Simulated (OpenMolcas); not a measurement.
Ni3+ (d7) among equal point charges was computed by CASSCF with the d shell active (OpenMolcas, ANO-RCC-VDZP on the metal). Its lowest spin-free states, and all those of the highest spin:

```tsv
2S+1	Degeneracy	E (cm-1)
4	1	0.0
4	3	1183
4	3	2120
2	2	22446
2	3	22498
2	1	22517
4	3	22546
2	3	22833
2	3	29052
2	3	29449
2	2	29992
2	3	30018
```

Question: Is the site octahedral, tetrahedral or cube-like, axial, or of lower symmetry?

Answer: The states with 2S+1 = 4 have orbital degeneracies 1, 3, 3, 3. Threefold states need a cubic site. For d7 at this spin an octahedron puts the threefold T1 below the threefold T2 and a tetrahedron or cube puts the single A2 below the threefold T2, so the site is a tetrahedron or a cube, which this pattern cannot tell apart. The first gap at this spin, 1180 cm-1, is |10Dq| in ligand-field theory. The run had Ni3+ among 4 point charges of -2 e arranged as a tetrahedron (Td), 2.03 Å from the ion.

Without dynamic correlation the repulsion within the d shell is too large (B by tens of per cent), so at a given field states of lower spin stand too high. The ground term spreads over less than 5000 cm-1, several times less than with real ligands, so orbital moments are less quenched and χT lies further from the spin-only value than at real sites. This is an electrostatic model: the charges have no orbitals. No measured value stands beside these numbers.
